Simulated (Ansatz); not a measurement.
Start from `N=[C]([SiH3])[GeH3]` and change one atom or group to get `C[C](=N)[GeH3]`.

Ansatz, PBE0-D4/def2-TZVP geometries, multiplicity 1. Each molecule was computed in one conformer, which needn't be the lowest.

Scalar relativity is left out up to krypton.

| property | `N=[C]([SiH3])[GeH3]` |
| --- | --- |
| HOMO–LUMO gap (ωB97M-V/def2-TZVPP) / eV | 10.08 |
| LUMO energy (B3LYP/def2-TZVPP) / eV | -1.46 |
| size of the dipole moment (PBE/def2-TZVPP) / D | 1.29 |
| HOMO–LUMO gap (PBE/def2-TZVPP) / eV | 3.31 |
| LUMO energy (PBE0/def2-TZVPP) / eV | -1.24 |
| HOMO–LUMO gap (B3LYP/def2-TZVPP) / eV | 5.24 |

(1) Give the same properties after the change, and the shifts. (An estimate is asked.)

Answers

(1) Ansatz gave: 
| property | `C[C](=N)[GeH3]` | shift |
| --- | --- | --- |
| HOMO–LUMO gap (ωB97M-V/def2-TZVPP) / eV | 11.05 | 0.97 |
| LUMO energy (B3LYP/def2-TZVPP) / eV | -0.75 | 0.71 |
| size of the dipole moment (PBE/def2-TZVPP) / D | 1.42 | 0.13 |
| HOMO–LUMO gap (PBE/def2-TZVPP) / eV | 4.16 | 0.85 |
| LUMO energy (PBE0/def2-TZVPP) / eV | -0.50 | 0.74 |
| HOMO–LUMO gap (B3LYP/def2-TZVPP) / eV | 6.14 | 0.90 |

With PBE0 the HOMO falls by 0.19 eV and the LUMO rises by 0.74 eV, so the gap widens by about 0.93 eV. PBE moves the HOMO by -0.12 eV and ωB97M-V by -0.26 eV. Dipoles are sizes alone; their direction can turn.

B3LYP here is the variant with VWN-RPA as its local correlation; programs differ in this.
